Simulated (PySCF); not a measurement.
PySCF job for C2F5, SMILES [C](C(F)(F)F)(F)F, multiplicity 2, B3LYP/pcH-1. Geometry optimised at PBE0-D3(BJ)/def2-SVP.

```python
import numpy as np
from pyscf import gto, scf, dft
from pyscf.prop.hfc import uks as hfc

mol = gto.M(
    atom='''
    F     1.50087837   -0.00201071   -1.08994893
    C     0.86563782    0.35434974    0.00000000
    F     1.50087837   -0.00201071    1.08994892
    C    -0.60781153    0.01995799   -0.00000000
    F    -0.81146690   -1.29956829   -0.00000000
    F    -1.18108702    0.52702561    1.08175284
    F    -1.18108702    0.52702561   -1.08175283
    ''',
    basis='pcH-1',
    charge=0,
    spin=1,
    max_memory=1600,
    verbose=3,
)
mf = dft.UKS(mol, xc='b3lyp').density_fit(auxbasis='def2-universal-jkfit')
mf.grids.level = 3
mf.conv_tol = 1e-10
mf.max_cycle = 100
mf.kernel()
fine, coarse = mf.grids, dft.Grids(mol).set(level=1).build(with_non0tab=True)
for _ in range(3):  # follow internal instabilities
    mf.grids = coarse
    mo, _, stable, _ = mf.stability(return_status=True, nroots=4)
    mf.grids = fine
    if stable:
        break
    mf.kernel(mf.make_rdm1(mo, mf.mo_occ))
A = hfc.HFC(mf).make_fcdip(mf.make_rdm1())  # Fermi contact and dipolar terms, MHz
print('atom   A(iso)/MHz   principal dipolar parts/MHz')
for i, a in enumerate(A):
    w = np.linalg.eigvalsh((a + a.T) / 2)
    print(f'{mol.atom_symbol(i):2s}{i + 1:3d} {w.mean():12.2f}', (w - w.mean()).round(2))
```

Output:

```

WARN: HOMO -0.153858005975547 >= LUMO -0.153858005975561

converged SCF energy = -575.378774541515  <S^2> = 0.75219525  2S+1 = 2.002194
<class 'pyscf.df.df_jk.DFUKS'> wavefunction is stable in the internal stability analysis
atom   A(iso)/MHz   principal dipolar parts/MHz
F   1       220.26 [-250.88 -227.99  478.87]
C   2       406.30 [-78.27 -77.58 155.84]
F   3       220.26 [-250.88 -227.99  478.87]
C   4        43.16 [-6.79 -6.11 12.9 ]
F   5       119.68 [-73.87 -70.36 144.23]
F   6        -5.35 [-9.06 -6.42 15.49]
F   7        -5.35 [-9.06 -6.42 15.49]
```

Self-consistency was reached.

Cost: about 4 core-minutes (a rough figure).
